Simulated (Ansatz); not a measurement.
Species: C₂H₃I, charge 0, singlet. C2H3I (iodoethene, SMILES C=CI).
B3LYP-D3(BJ)/def2-TZVP minimum from Ansatz (a quantum-chemistry and plane-wave program):
```xyz
6

C     -2.4353     0.3634     0.1627
C     -1.2336     0.9101     0.1519
I      0.5467    -0.1869    -0.0466
H     -2.5965    -0.7019     0.0692
H     -3.3107     0.9944     0.2691
H     -1.0558     1.9716     0.2441
```
Charge 0, spin multiplicity 1.

Total energies in hartree (Ansatz). UHF or UKS for unpaired electrons; spin-orbit terms are left out. Correlated methods leave the cores frozen (noble-gas shells, and filled d and f shells in the p block). Past Kr the def2 sets carry scalar-relativistic core potentials. Where a partner has so few electrons that a lower coupled-cluster level is exact, that level stands in. Spin-orbit terms, left out, reach several kcal/mol for Br and I, and more for heavier atoms.

```tsv
species	HF/def2-TZVPP	CCSD(T)/def2-TZVPP	HF/def2-QZVPP	CCSD(T)/def2-QZVPP	CCSD(T)/def2-SVP	CCSDT(Q)/def2-SVP
1: C2H3I (SMILES C(I)=C)	-374.14092	-374.66021	-374.14576	-374.70284	-374.45372	-374.45536
2: C (triplet)	-37.69248	-37.78103	-37.69363	-37.78651	-37.71541	-37.71574
3: I (doublet)	-296.65857	-296.79430	-296.65973	-296.81374	-296.74085	-296.74112
4: H (doublet)	-0.49981	-0.49981	-0.49998	-0.49998	-0.49928	-0.49928
```

Q: Work out the atomisation energy (electronic, to ground-state atoms) in kcal/mol: take Hartree-Fock from def2-QZVPP, extrapolate the CCSD(T) correlation energy as X^-3 (X = 3, 4), and add CCSDT(Q) - CCSD(T) in def2-SVP. 1 hartree = 627.51 kcal/mol.

A: 
Species 1: correlation (64·(-0.55708) - 27·(-0.51929))/37 = -0.58466; step -0.00164; E1 = -374.14576 + (-0.58466) + (-0.00164) = -374.73206
Species 2: correlation (64·(-0.09288) - 27·(-0.08855))/37 = -0.09604; step -0.00033; E2 = -37.69363 + (-0.09604) + (-0.00033) = -37.79000
Species 3: correlation (64·(-0.15401) - 27·(-0.13573))/37 = -0.16735; step -0.00027; E3 = -296.65973 + (-0.16735) + (-0.00027) = -296.82735
Species 4: correlation (64·(0.00000) - 27·(0.00000))/37 = 0.00000; step +0.00000; E4 = -0.49998 + (0.00000) + (+0.00000) = -0.49998
-1·E1 +2·E2 +1·E3 +3·E4 = 0.82477 hartree = 517.6 kcal/mol.
